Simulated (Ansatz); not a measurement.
Reactions of CH5NSSi, SMILES `C=N[SiH2]S`.

Isolated molecules relaxed with PBE0-D4/def2-TZVP in Ansatz; ΔE leaves out vibrations. CCSD(T)/CBS adds triple-zeta CCSD(T) − MP2 to the extrapolated MP2 energy (def2 sets, frozen cores). This one scheme is used for every species, atoms too. Functionals use def2-TZVPP. No spin–orbit coupling; open shells (•) take unrestricted orbitals. Spin–orbit coupling would lower the free atoms: a little for C, S, Si. Bonds to Se are less sure, by a few kJ/mol each and by 10 to 20 or more in all where they break to atoms, as the def2 sets lack core-valence functions. Scalar relativity is left out up to krypton. One conformer a species, not always the lowest.

```tsv
reaction	CCSD(T)/CBS(def2) (kcal/mol)
`C=N[SiH2]S` + silanol → `C=N[SiH2]O[SiH3]` + H₂S	-14.7
`C=N[SiH2]S` + CH₃OH → `CO[SiH2]S` + `C=N`	-13.1
`C=N[SiH2]S` → C• + 5 H• + N• + S• + Si•	741.7
`C=N[SiH2]S` + H–F → `C=N[SiH2]F` + H₂S	-19.8
`C=N[SiH2]S` → `NC([SiH3])=S`	17.4
`C=N[SiH2]S` → `C1N[SiH2]S1`	?
`C=N[SiH2]S` + `C[SeH]` → `C[Se][SiH2]S` + `C=N`	-7.7
`C=N[SiH2]S` + `BF` → `FB[SiH2]S` + `C=N`	16.4
`C=N[SiH2]S` + `N[SiH3]` → `C=N[SiH2]N[SiH3]` + H₂S	?
`C=N[SiH2]S` + `BCN[SiH3]` → `C=N[SiH2]N[SiH3]` + `BCS`	?
```

(1) Fill in the missing values. (Best estimate.)

Largest T1 diagnostic: 0.018, for `NC([SiH3])=S`.

Answers

(1) The calculation gave: `C=N[SiH2]S` → `C1N[SiH2]S1`: -2.8 kcal/mol; `C=N[SiH2]S` + `N[SiH3]` → `C=N[SiH2]N[SiH3]` + H₂S: -2.1 kcal/mol; `C=N[SiH2]S` + `BCN[SiH3]` → `C=N[SiH2]N[SiH3]` + `BCS`: -8.2 kcal/mol.
